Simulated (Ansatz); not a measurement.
```xyz
4

N     0.0000    0.0001   -0.5666
N     0.0000   -0.0001    0.5666
H     0.0000    0.9161   -0.8410
H     0.0000   -0.9161    0.8410
```

Basis set: def2-TZVP (spherical functions). Correlated methods keep 2 orbitals frozen. Charge 0, multiplicity 1.

Computed with Ansatz (development build ahead of 0.2.0); each method stands on the lowest determinant of its kind that the runs found. Restricted open shells among the atoms or ions are ROHF, correlated in semicanonical orbitals with singles.

**Question.** Give the atomization energy at this shape (free ground-state atoms in the same class of orbitals less the molecule, no zero-point energy) of singlet N₂H₂ by RHF-MP2, RHF.

**Answer.**

| method | atomization energy |
| --- | --- |
| RHF-MP2 | 11.31 eV |
| RHF | 6.20 eV |

Caution: no unrestricted run beside it, a lower state can exist; the shape is not the minimum.
